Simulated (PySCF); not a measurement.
## ZrOCl + 2 H₂O → Zr(OH)₃ + HCl

Level: PBE0 in the def2-TZVP basis family, computed in PySCF with density fitting; scalar-relativistic core potentials for atoms from Rb on, none lighter, no spin–orbit coupling; open shells unrestricted.

| species | state and structure | E (Eh) | ZPE (kJ/mol) | H(298 K) − H(0) (kJ/mol) | S° (J/(mol K)) |
| --- | --- | --- | --- | --- | --- |
| ZrOCl | doublet, Cs, Zr–Cl 2.353 Å, Zr–O 1.722 Å; Cl–Zr–O 109.8° | -582.36422 | 9.4 | 12.4 | 296.7 |
| H₂O | singlet, C2v, O–H 0.960 Å (×2); H–O–H 105.1° | -76.37736 | 56.5 | 9.9 | 188.7 |
| Zr(OH)₃ | doublet, C3h, O–H 0.952 Å (×3), Zr–O 1.927 Å (×3); H–O–Zr 173.9° (×3), O–Zr–O 120.0° (×3) | -274.54489 | 97.1 | 23.3 | 360.4 |
| HCl | singlet, C∞v, H–Cl 1.279 Å | -460.66440 | 17.9 | 8.7 | 186.6 |

Problem. What is the electronic reaction energy?

Solution. At PBE0/def2-TZVP, ΔE = -237.2 kJ/mol from the differences of the total energies times 2625.5, downhill. 

Problem. Add zero-point, thermal and entropy terms for 298.15 K and 1 bar.

Solution. ΔZPE = -7.4 and Δ[H(298) − H(0)] = -0.2 kJ/mol give ΔH° = -244.8 kJ/mol. ΔS° = -127.1 J/(mol K), so ΔG° = -244.8 − 298.15 × (-0.1271) = -207 kJ/mol. ΔG° would change sign near 1930 K if ΔH° and ΔS° stayed fixed.

Open d or f shells are single determinants, so the state found may not be the ground state. Each species is the lowest minimum found with this bonding; other isomers or fragments can lie lower.
